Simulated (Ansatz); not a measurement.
Consider the substitution at a C–C bond: `C#CC[CH2][GeH3]` + HBr → `[GeH3][CH2]CBr` + `C#C`.

Isolated molecules relaxed with PBE0-D4/def2-TZVP in Ansatz; ΔE leaves out vibrations. CCSD(T)/CBS is the MP2 limit (def2-TZVPP, def2-QZVPP) plus CCSD(T) − MP2 in def2-TZVPP, frozen cores. This one scheme is used for every species. Functionals use def2-TZVPP. For Br, Ge outer-core shells are correlated without core-valence functions, which leaves a few kJ/mol of doubt a bond. Scalar relativity is left out up to krypton. One conformer a species, not always the lowest.

`C#CC[CH2][GeH3]`:

Cartesian coordinates in Å:
```
C 3.153 0.389 0.172
C 2.019 0.022 0.318
C 0.635 -0.397 0.470
C -0.322 0.397 -0.421
Ge -2.191 -0.160 -0.218
H 4.160 0.709 0.048
H 0.563 -1.467 0.243
H 0.348 -0.291 1.522
H -0.038 0.283 -1.470
H -0.251 1.462 -0.189
H -3.102 0.674 -1.134
H -2.638 0.029 1.244
H -2.338 -1.649 -0.583
```

HBr:

Z-matrix (Å, degrees):
```
Br
H 1 1.420
```

`[GeH3][CH2]CBr`:

```xyz
11

Ge    1.565    0.176   -0.190
C    -0.183   -0.625    0.242
C    -1.309    0.334   -0.016
Br   -3.056   -0.448    0.408
H     1.792    1.430    0.672
H     2.680   -0.843    0.089
H     1.601    0.581   -1.674
H    -0.165   -0.930    1.290
H    -0.298   -1.530   -0.360
H    -1.247    1.229    0.601
H    -1.381    0.626   -1.062
```

`C#C`:

Cartesian coordinates in Å:
```
C 0.333 0.459 -0.191
C -0.333 -0.459 0.191
H 0.926 1.275 -0.532
H -0.926 -1.275 0.532
```

```
             level  ΔE (kJ/mol)
            PBE-D4         30.2
           ωB97M-V         28.5
               PBE         29.8
            r2SCAN         29.2
     HF/def2-QZVPP         29.5
SCS-MP2/def2-QZVPP         25.2
     MP2/CBS(def2)         25.7
    CCSD/CBS(def2)         26.5
```

(1) What does CCSD(T)/CBS give? (An estimate is asked.)

Largest T1 diagnostic among the species: 0.013.

Results:

(1) The calculation gave: +25.2 kJ/mol. The listed levels differ from it by 5.0, 3.3, 4.6, 4.0, 4.3, 0.0, 0.5, 1.3 kJ/mol.
